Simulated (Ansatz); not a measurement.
Total energies of the cluster As2Se (the lowest singlet isomer of a short search) from Ansatz at PBE-D4/def2-TZVP, gas phase (1 Eh = 27.2114 eV = 2625.5 kJ/mol). The reference geometry is relaxed at PBE0-D4/def2-TZVP.

Cartesian coordinates in Å:
```
As 0.8891 -0.2973 -0.9252
As 0.1673 1.1920 0.5343
Se -1.0564 -0.8946 0.3909
```

```csv
state,geometry,energy (Eh)
charge 0 singlet,reference,-6872.32689
charge 1 doublet,reference,-6872.04531
charge 0 triplet,relaxed at PBE0-D4/def2-TZVP,-6872.31896
charge 0 quintet,relaxed at PBE0-D4/def2-TZVP,-6872.25458
free As atom (quartet),–,-2235.47024
free Se atom (triplet),–,-2401.12489
```

Question: Work out the vertical ionisation energy to the doublet.

Answer: E(charge 1 doublet) − E(charge 0 singlet) = -6872.04531 − (-6872.32689) = 0.28158 Eh = 7.66 eV. For comparison, −ε of the highest occupied level is 4.75 eV at this level, 2.91 eV less.

Question: Which of the charge 0 states is lowest, and how far above it are the others?

Answer: The singlet. triplet: -6872.31896 − (-6872.32689) = 0.00793 Eh = 20.8 kJ/mol; quintet: -6872.25458 − (-6872.32689) = 0.07231 Eh = 189.8 kJ/mol. The quintet differs in its bonds from the reference.

Question: What is the binding energy per atom against free atoms?

Answer: Atoms: 2 × (-2235.47024) + 1 × (-2401.12489) = -6872.06537 Eh. Binding: -6872.06537 − (-6872.32689) = 0.26152 Eh = 7.12 eV, or 2.37 eV for each of 3 atoms (no zero-point energy, no counterpoise term).

The structure comes from a short search, and lower isomers may exist.
